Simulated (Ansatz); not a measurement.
`FC(F)[O][GeH3]` + `CCCBr` → `[GeH3][CH2]CBr` + `COC(F)F`  (formal exchange of groups at a Ge–O bond)

Computed with Ansatz on PBE0-D4/def2-TZVP structures; ΔE is electronic, products minus reactants. CCSD(T)/CBS is the MP2 limit (def2-TZVPP, def2-QZVPP) plus CCSD(T) − MP2 in def2-TZVPP, frozen cores. DFT in def2-TZVPP. B3LYP here is the variant with VWN-RPA as its local correlation; programs differ in this. For Br, Ge outer-core shells are correlated without core-valence functions, which leaves a few kJ/mol of doubt a bond. Scalar relativity is left out up to krypton. Each species was taken in one conformer, which may not be the lowest.

```json
{"level": "PBE-D4", "ΔE (kJ/mol)": "90.7", "difference from CCSD(T)/CBS": "-6.0"}
{"level": "r2SCAN-D4", "ΔE (kJ/mol)": "97.4", "difference from CCSD(T)/CBS": "0.7"}
{"level": "PBE0-D4", "ΔE (kJ/mol)": "93.2", "difference from CCSD(T)/CBS": "-3.5"}
{"level": "B3LYP-D4", "ΔE (kJ/mol)": "97.1", "difference from CCSD(T)/CBS": "0.4"}
{"level": "ωB97M-V", "ΔE (kJ/mol)": "99.3", "difference from CCSD(T)/CBS": "2.6"}
{"level": "B2PLYP", "ΔE (kJ/mol)": "100.1", "difference from CCSD(T)/CBS": "3.4"}
{"level": "r2SCAN", "ΔE (kJ/mol)": "97.5", "difference from CCSD(T)/CBS": "0.8"}
{"level": "B3LYP", "ΔE (kJ/mol)": "97.3", "difference from CCSD(T)/CBS": "0.6"}
{"level": "HF/def2-TZVPP", "ΔE (kJ/mol)": "106.6", "difference from CCSD(T)/CBS": "9.9"}
{"level": "MP2/def2-TZVPP", "ΔE (kJ/mol)": "101.7", "difference from CCSD(T)/CBS": "5.0"}
{"level": "SCS-MP2/def2-TZVPP", "ΔE (kJ/mol)": "102.7", "difference from CCSD(T)/CBS": "6.0"}
{"level": "CCSD/def2-TZVPP", "ΔE (kJ/mol)": "98.9", "difference from CCSD(T)/CBS": "2.2"}
{"level": "CCSD(T)/def2-TZVPP", "ΔE (kJ/mol)": "97.9", "difference from CCSD(T)/CBS": "1.2"}
{"level": "HF/def2-QZVPP", "ΔE (kJ/mol)": "107.7", "difference from CCSD(T)/CBS": "11.0"}
{"level": "SCS-MP2/def2-QZVPP", "ΔE (kJ/mol)": "102.8", "difference from CCSD(T)/CBS": "6.1"}
{"level": "MP2/CBS(def2)", "ΔE (kJ/mol)": "100.6", "difference from CCSD(T)/CBS": "3.9"}
{"level": "CCSD(T)/CBS", "ΔE (kJ/mol)": "96.7", "difference from CCSD(T)/CBS": "0"}
```

Largest T1 diagnostic among the species: 0.012.

In def2-TZVPP, CCSD(T) changes the Hartree–Fock value by −8.8 kJ/mol (the triples alone add −1.0 kJ/mol) and MP2 by −4.9 kJ/mol.

CCSD(T)/CBS has its own doubt, a few kJ/mol and more with outer-core shells, so smaller differences from it don't rank the levels.
